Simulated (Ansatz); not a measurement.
The cluster CuI2⁻. Charge -1, multiplicity 1. Geometry r2SCAN-D4/def2-TZVPD.

```
atom   x (Å)   y (Å)   z (Å)
 Cu1   0.000   0.000   0.000
  I2   1.955   0.064   1.441
  I3  -1.955  -0.065  -1.441
```

In the def2 sets I takes a core potential; there is no spin–orbit coupling. B3LYP takes the VWN-RPA correlation. The structure comes from a short search, and lower isomers may exist.

(1) Estimate the orbital energies around the gap (eV) in Ansatz with r2SCAN-D4/def2-TZVPD, B97M-V/def2-TZVPD, B3LYP-D4/def2-TZVPD, PBE0-D4/def2-SVPD, CAM-B3LYP-D4/def2-TZVPD.

Results:

(1) 
```
orbital  r2SCAN-D4/def2-TZVPD  B97M-V/def2-TZVPD  B3LYP-D4/def2-TZVPD  PBE0-D4/def2-SVPD  CAM-B3LYP-D4/def2-TZVPD
 HOMO−5                 -2.43              -2.42                -3.39              -3.49                    -4.84
 HOMO−4                 -1.72              -1.86                -2.98              -3.21                    -4.51
 HOMO−3                 -1.72              -1.86                -2.98              -3.21                    -4.46
 HOMO−2                 -1.57              -1.66                -2.82              -2.93                    -4.46
 HOMO−1                 -1.28              -1.40                -2.28              -2.46                    -3.76
   HOMO                 -1.28              -1.40                -2.28              -2.46                    -3.76
   LUMO                  2.90               2.55                 2.77               2.98                     3.26
 LUMO+1                  3.14               2.65                 2.81               3.31                     3.30
 LUMO+2                  3.49               2.99                 3.19               4.08                     3.59
 LUMO+3                  3.49               2.99                 3.19               4.08                     3.59
 LUMO+4                  3.68               3.36                 3.64               4.45                     4.17
 LUMO+5                  4.02               3.53                 3.71               4.49                     4.17
```
